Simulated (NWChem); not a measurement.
System: C$_{2}$H$_{4}$O$_{3}$Si; SMILES O=C1OC[Si@@H]1O

Parts of the log:

```
             Northwest Computational Chemistry Package (NWChem) 7.3.0
             --------------------------------------------------------

                             Geometry "geometry" -> ""
                             -------------------------

 Output coordinates in angstroms (scale by  1.889725989 to convert to a.u.)

  No.       Tag          Charge          X              Y              Z
 ---- ---------------- ---------- -------------- -------------- --------------
    1 O                    8.0000    -1.38367600    -1.82533300     0.04959700
    2 C                    6.0000    -0.49288600    -1.02547200    -0.03072800
    3 O                    8.0000     0.85788800    -1.34647300     0.15875900
    4 C                    6.0000     1.56640500    -0.06817300     0.07998700
    5 Si                  14.0000    -0.04991900     0.84485800    -0.40684800
    6 O                    8.0000    -0.67168600     2.11930400     0.48130900
    7 H                    1.0000     2.01746300     0.18098600     1.06315800
    8 H                    1.0000     2.37223800    -0.12979700    -0.67963800
    9 H                    1.0000    -0.16175600     1.29328500    -1.83102400
   10 H                    1.0000    -0.77548000     1.97395700     1.43825100

 Effective nuclear repulsion energy (a.u.)     291.3170014159

                              NWChem Property Module
                              ----------------------

                                 NWChem DFT Module
                                 -----------------

 Summary of "ao basis" -> "ao basis" (spherical)
 ------------------------------------------------------------------------------
       Tag                 Description            Shells   Functions and Types
 ---------------- ------------------------------  ------  ---------------------
 O                          def2-svp                 6       14   3s2p1d
 C                          def2-svp                 6       14   3s2p1d
 Si                         def2-svp                 8       18   4s3p1d
 H                          def2-svp                 3        5   2s1p

            General Information
            -------------------
          SCF calculation type: DFT
          Wavefunction type:  closed shell.
          No. of atoms     :    10
          No. of electrons :    54
           Alpha electrons :    27
            Beta electrons :    27
          Charge           :     0
          Spin multiplicity:     1
          Use of symmetry is: off; symmetry adaption is: off
          Maximum number of iterations: 150
          AO basis - number of functions:   108
                     number of shells:    50
          Convergence on energy requested:  1.00D-06
          Convergence on density requested:  1.00D-05
          Convergence on gradient requested:  5.00D-04

              XC Information
              --------------
                         B3LYP Method XC Potential
                     Hartree-Fock (Exact) Exchange  0.200
                        Slater Exchange Functional  0.800 local
                    Becke 1988 Exchange Functional  0.720 non-local
              Lee-Yang-Parr Correlation Functional  0.810
                  VWN I RPA Correlation Functional  0.190 local

             Grid Information
             ----------------
          Grid used for XC integration:  medium
          Radial quadrature: Mura-Knowles
          Angular quadrature: Lebedev.
          Tag              B.-S. Rad. Rad. Pts. Rad. Cut. Ang. Pts.
          ---              ---------- --------- --------- ---------
          O                   0.60       49          11.0       434
          C                   0.70       49          10.0       434
          Si                  1.10       88           8.0       590
          H                   0.35       45          11.0       434
          Grid pruning is: on
          Number of quadrature shells:   513
          Spatial weights used:  Erf1

      Superposition of Atomic Density Guess
      -------------------------------------

 Sum of atomic energies:        -590.05874304

      Non-variational initial energy
      ------------------------------

 Total energy =    -592.480697
 1-e energy   =   -1392.172668
 2-e energy   =     508.374969
 HOMO         =      -0.312876
 LUMO         =      -0.023816

   convergence    iter        energy       DeltaE   RMS-Dens  Diis-err
 ---------------- ----- ----------------- --------- --------- ---------
 d= 0,ls=0.0,diis     1   -593.3158162349 -8.85D+02  1.98D-02  1.49D+00
 d= 0,ls=0.0,diis     2   -592.8034789605  5.12D-01  1.39D-02  6.92D+00
 d= 0,ls=0.0,diis     3   -593.4742999768 -6.71D-01  3.59D-03  1.92D-01
 d= 0,ls=0.0,diis     4   -593.4827740290 -8.47D-03  1.56D-03  1.13D-01
 d= 0,ls=0.0,diis     5   -593.4934477258 -1.07D-02  2.81D-04  1.39D-03
  Resetting Diis
 d= 0,ls=0.0,diis     6   -593.4935670197 -1.19D-04  1.02D-04  1.33D-04
 d= 0,ls=0.0,diis     7   -593.4935826756 -1.57D-05  6.26D-05  1.46D-05
 d= 0,ls=0.0,diis     8   -593.4935794900  3.19D-06  3.76D-05  4.78D-05
 d= 0,ls=0.0,diis     9   -593.4935841359 -4.65D-06  5.62D-06  9.59D-07
 d= 0,ls=0.0,diis    10   -593.4935842240 -8.81D-08  1.72D-06  5.99D-08

         Total DFT energy =     -593.493584223963
      One electron energy =    -1395.606009230748
           Coulomb energy =      569.823408063059
    Exchange-Corr. energy =      -59.027984472126
 Nuclear repulsion energy =      291.317001415852

 Numeric. integr. density =       53.999992894639

                       DFT Final Molecular Orbital Analysis
                       ------------------------------------

 Vector   25  Occ=2.000000D+00  E=-3.162892D-01
              MO Center=  6.2D-01,  1.1D-01, -6.9D-02, r^2= 3.5D+00
   Bfn.  Coefficient  Atom+Function         Bfn.  Coefficient  Atom+Function
  ----- ------------  ---------------      ----- ------------  ---------------
    33      0.284125   3 O  py               47     -0.264873   4 C  py
    78      0.256330   6 O  px               46      0.240588   4 C  px
    36      0.210118   3 O  py               45     -0.204223   4 C  s
    81      0.194458   6 O  px               64     -0.155256   5 Si px
    49      0.152104   4 C  px               99      0.152502   9 H  s

 Vector   26  Occ=2.000000D+00  E=-3.051439D-01
              MO Center=  4.0D-01, -1.1D+00,  1.3D-01, r^2= 2.9D+00
   Bfn.  Coefficient  Atom+Function         Bfn.  Coefficient  Atom+Function
  ----- ------------  ---------------      ----- ------------  ---------------
    34      0.479384   3 O  pz               37      0.359926   3 O  pz
     6     -0.333455   1 O  pz                9     -0.243026   1 O  pz
    89     -0.197021   7 H  s                48     -0.179937   4 C  pz
    90     -0.140417   7 H  s                94      0.122662   8 H  s
    45      0.098265   4 C  s                95      0.085922   8 H  s

 Vector   27  Occ=2.000000D+00  E=-2.649151D-01
              MO Center= -6.6D-01, -1.0D+00, -2.8D-02, r^2= 2.8D+00
   Bfn.  Coefficient  Atom+Function         Bfn.  Coefficient  Atom+Function
  ----- ------------  ---------------      ----- ------------  ---------------
     5      0.393139   1 O  py                8      0.281123   1 O  py
     4     -0.271923   1 O  px               17     -0.247462   2 C  s
    32     -0.238248   3 O  px                7     -0.197827   1 O  px
    35     -0.193137   3 O  px               59     -0.182365   5 Si s
    65      0.179048   5 Si py               19     -0.167663   2 C  py

 Vector   28  Occ=0.000000D+00  E=-4.654901D-02
              MO Center= -3.8D-01, -3.4D-01, -3.5D-05, r^2= 3.5D+00
   Bfn.  Coefficient  Atom+Function         Bfn.  Coefficient  Atom+Function
  ----- ------------  ---------------      ----- ------------  ---------------
    69      0.465851   5 Si pz               77     -0.369093   6 O  s
    20      0.356936   2 C  pz               23      0.318141   2 C  pz
     6     -0.308691   1 O  pz                9     -0.308626   1 O  pz
    68      0.306421   5 Si py              100      0.307618   9 H  s
    34     -0.230298   3 O  pz               37     -0.215175   3 O  pz

 Vector   29  Occ=0.000000D+00  E= 2.164051D-02
              MO Center=  7.0D-02,  8.8D-01, -4.5D-01, r^2= 3.7D+00
   Bfn.  Coefficient  Atom+Function         Bfn.  Coefficient  Atom+Function
  ----- ------------  ---------------      ----- ------------  ---------------
    45      1.088975   4 C  s                67     -1.032154   5 Si px
    17     -0.616505   2 C  s                68     -0.378779   5 Si py
    90     -0.351261   7 H  s                22     -0.312279   2 C  py
    95     -0.260758   8 H  s                64     -0.248195   5 Si px
    49     -0.217290   4 C  px               81      0.213878   6 O  px

 Vector   30  Occ=0.000000D+00  E= 2.243736D-02
              MO Center= -5.2D-01,  1.2D+00,  5.3D-01, r^2= 5.0D+00
   Bfn.  Coefficient  Atom+Function         Bfn.  Coefficient  Atom+Function
  ----- ------------  ---------------      ----- ------------  ---------------
   105      0.857990  10 H  s                77     -0.778785   6 O  s
   100     -0.710242   9 H  s                60      0.659707   5 Si s
    68      0.403954   5 Si py               69     -0.286472   5 Si pz
    20     -0.226260   2 C  pz               67     -0.186124   5 Si px
    76     -0.180853   6 O  s                23     -0.177576   2 C  pz

     Multipole analysis of the density
     ---------------------------------

     L   x y z        total         alpha         beta         nuclear
     -   - - -        -----         -----         ----         -------
     0   0 0 0     -0.000000    -27.000000    -27.000000     54.000000

     1   1 0 0      0.747310      0.737502      0.737502     -0.727694
     1   0 1 0      1.210688      0.449860      0.449860      0.310968
     1   0 0 1      0.324423      0.060404      0.060404      0.203616

     2   2 0 0    -31.227918   -107.306399   -107.306399    183.384879
     2   1 1 0     -0.959529      0.064712      0.064712     -1.088952
     2   1 0 1     -0.942439      1.680915      1.680915     -4.304268
     2   0 2 0    -37.559887   -195.617914   -195.617914    353.675941
     2   0 1 1      2.290629     -2.107460     -2.107460      6.505549
     2   0 0 2    -27.119829    -34.003214    -34.003214     40.886599

 *** CALLING NEW AORESP DRIVER FOR CLOSED AND OPEN SHELLS ***
 Entering AOResponse driver routine

--------------------------------------------------------------------------------

          -----------------------------------------------
          Solving response equations for perturbing field
          -----------------------------------------------

 number of frequencies:     1
 frequency in a.u.:  0.7730000E-01
 Perturbing field: electric
 Using El. Dipole Length Gauge

 Setting up CPKS with frequency omega =      0.07730000 a.u.

                            NWChem Dynamic CPHF Module
                            --------------------------

    scftype = RHF
    nclosed =   27
      nopen =    0
  variables =     4374
  num. vecs =        3
  tolerance =   1.0D-04
  max. iter =   50

 SCF residual:    1.0664352665843952E-004

Iterative solution of linear equations
  No. of variables     4374
  No. of equations        3
  Maximum subspace       30
       Convergence  1.0D-04

   iter   nsub   residual    time
   ----  ------  --------  ---------
     1      3    5.96D+00      38.6
     2      6    3.91D+00      50.2
     3      9    4.75D-01      61.6
     4     12    1.26D-01      73.2
     5     15    2.01D-02      84.8
     6     18    4.11D-03      96.5
     7     21    1.09D-03     107.5
     8     24    7.35D-05     118.5

 Electric Dipole Response Matrix (nonzero elements):

              1        2        3
    1   53.8643   2.5682   0.4287
    2    2.5681  53.7107  -1.7499
    3    0.4287  -1.7499  43.2166

 ------------------------------------------
 average:        50.26388 + I       0.00000

 DFT Linear Response polarizability / au
 Frequency  =       0.0773000 / au
 Wavelength =     589.4353558 / nm
              X              Y              Z
 -----------------------------------------------
 X      53.8643225      2.5682155      0.4286725
 Y       2.5681385     53.7106917     -1.7498856
 Z       0.4287396     -1.7498543     43.2166138
 -----------------------------------------------
 Eigenvalues =      56.4220228     51.5037538     42.8658513
 Isotropic   =      50.2638760
 Anisotropic =      11.8863896
 -----------------------------------------------

 Magnetic Dipole Response Matrix (nonzero elements):
```

Level: B3LYP/def2-SVP. The geometry was optimised at PBE-D3(BJ)/def2-SVP. B3LYP is NWChem's, with the RPA form of VWN correlation.

Q: Write an input that gives this output.

A: One answer among several that fit: the input that was run:
```
start job
memory heap 200 mb stack 900 mb global 1100 mb
geometry units angstroms noautosym nocenter noautoz
  O     -1.383676    -1.825333     0.049597
  C     -0.492886    -1.025472    -0.030728
  O      0.857888    -1.346473     0.158759
  C      1.566405    -0.068173     0.079987
  Si    -0.049919     0.844858    -0.406848
  O     -0.671686     2.119304     0.481309
  H      2.017463     0.180986     1.063158
  H      2.372238    -0.129797    -0.679638
  H     -0.161756     1.293285    -1.831024
  H     -0.775480     1.973957     1.438251
end
basis spherical
  * library def2-svp
end
dft
  xc b3lyp
  iterations 150
end
property
  response 1 0.0773
end
task dft property
```
